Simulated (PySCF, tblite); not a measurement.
Isomers of C2H9ClOSi2. All values are computed: GFN2-xTB (tblite) harmonic vibrations without scaling, gas phase. This tight-binding method is rough: wavenumbers can miss measured ones by several per cent, in bad cases by 10 to 20. Modes of hydrogen on silicon can be 10 to 20 % off. One conformer each.

Electronic energies: PBE0/pcSseg-1 single points on the GFN2-xTB geometries (PySCF, gas phase).

| SMILES | electronic energy, lowest = 0 (kJ/mol) |
| --- | --- |
| COC[SiH2][SiH2]Cl | 359.6 |
| C[SiH2]O[SiH2]CCl | 186.9 |
| C[SiH2]O[Si@@H](C)Cl | 0.0 |

Task: How do GFN2-xTB zero-point energies change the relative energies?

Result: 
| SMILES | ZPE (kJ/mol) | of it from modes above 1550 cm⁻¹ | electronic (kJ/mol) | with ZPE, lowest = 0 (kJ/mol) | lowest mode (cm⁻¹) | rings |
| --- | --- | --- | --- | --- | --- | --- |
| C[SiH2]O[Si@@H](C)Cl | 273.0 | 149.5 | 0.0 | 0.0 | 12 | 0 |
| C[SiH2]O[SiH2]CCl | 266.4 | 144.5 | 186.9 | 180.3 | 22 | 0 |
| COC[SiH2][SiH2]Cl | 267.4 | 140.1 | 359.6 | 354.0 | 10 | 0 |

The zero-point energies span 6.6 kJ/mol, from `C[SiH2]O[SiH2]CCl` to `C[SiH2]O[Si@@H](C)Cl`. The order is unchanged.

Task: And how do the electronic energies of GFN2-xTB itself compare?

Result: `C[SiH2]O[Si@@H](C)Cl` 0.0; `C[SiH2]O[SiH2]CCl` 130.5; `COC[SiH2][SiH2]Cl` 337.4 kJ/mol, lowest = 0. Against the energies above, taken from the same isomer `C[SiH2]O[Si@@H](C)Cl`, the largest difference is 56.4 kJ/mol.
